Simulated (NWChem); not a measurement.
# C$_{2}$H$_{6}$CdO; SMILES C[O][Cd][CH3]

```xyz
10

Cd     0.0597    -0.3179     0.0001
C     -0.2216    -2.3874    -0.0003
H      0.1426    -2.8222    -0.9422
H     -1.2905    -2.6219     0.1052
H      0.3233    -2.8470     0.8368
O      0.4814     1.6117    -0.0003
C     -0.4199     2.6630     0.0000
H     -1.0885     2.6871     0.8880
H      0.1296     3.6250     0.0047
H     -1.0824     2.6922    -0.8924
```
Atoms are numbered in this order, from 1.

All runs: NWChem. Medium grid unless said otherwise, to which SCAN and Minnesota functionals are sensitive. Coordinates come from a PBE0/def2-SVP optimisation. No frequency run checked for a minimum. def2 effective core potentials on Cd; no spin-orbit coupling.

**Question.** Among these, which level gives the lowest value of “dipole (D)”?
A. B97-2/def2-SVP
B. TPSS/def2-SVP
C. HCTH/407/def2-SVP
D. MN15/def2-SVP

**Answer.** B, TPSS/def2-SVP. Values: TPSS/def2-SVP 1.82; HCTH/407/def2-SVP 1.92; MN15/def2-SVP 1.99; B97-2/def2-SVP 2.00
